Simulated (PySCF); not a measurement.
## Unknown compound

The spectra below were simulated for a compound C5H10Cl2OSi.

1H NMR (600 MHz, computed): δ 5.88 (s, 1H), 5.41 (s, 2H), 4.34 (s, 3H), 2.15 (s, 3H), 1.08 (br s, 1H).

13C{1H} NMR (computed): δ 153.5 (C), 148.8 (C), 85.0 (CH), 67.8 (CH2), 26.0 (CH3).

Non-relativistic, one conformer, isolated molecule, averaged over atoms made equivalent by symmetry, fast rotation or ring inversion. Shieldings: GIAO PBE0/pcSseg-1; geometry: GFN2-xTB; PySCF.

References, each an isolated molecule treated in the same way: TMS for 1H (σ = 31.72 ppm), 13C (σ = 186.93 ppm).

Question: What is the structure?

Answer: 
- The formula gives 1 degree of unsaturation (no ring in the answer).
- 5 carbon signals for 5 carbons: no two carbons are equivalent.
- Carbon types of the structure: 2 × C, 1 × CH, 1 × CH2, 1 × CH3, leaving 4 H on heteroatoms.
- δC 153.5, 148.8: fully substituted alkene carbon; an sp2 carbon of a C=C bond.
- δC 85.0: allylic sp3 CH bonded to 2 Cl; 2 electronegative neighbours deshield it.
- δC 67.8: allylic sp3 CH2 bonded to O; pulled downfield by the heteroatom.
- δC 26.0: allylic methyl carbon; a saturated carbon with 1 carbon neighbour and no heteroatom attached.
- δH 5.88: hydrogen on an allylic sp3 CH bonded to 2 Cl; its carbon carries Cl, which withdraws density.
- δH 5.41: hydrogen on an allylic sp3 CH2 bonded to O; its carbon carries O, an electronegative neighbour.
- δH 1.08: hydrogen on an alcohol oxygen; exchangeable; this is the value without hydrogen bonding to other molecules.

Structure: `C/C(=C(\[SiH3])CO)C(Cl)Cl`.

The data come from this structure; uniqueness wasn't tested.

The OH or NH signal is concentration- and solvent-dependent in practice; the value given is the gas-phase one. Carbons that carry Cl, above all several Cl atoms, come out too deshielded, partly because spin–orbit coupling is missing. Shifts are as computed. Against solution values, carbons near 30 ppm lie about +3 ppm off and those near 130 ppm about +5 ppm; carbons on Cl a further +6 ppm. Of 1309 compounds with measured shifts, 239 miss one by over three times the rms of a fit or turn the order of signals round; such compounds aren't used in these exercises. Multiplicities follow the n + 1 count of equivalent neighbours, as no J values were calculated; m marks all less simple cases, F and P coupling included.
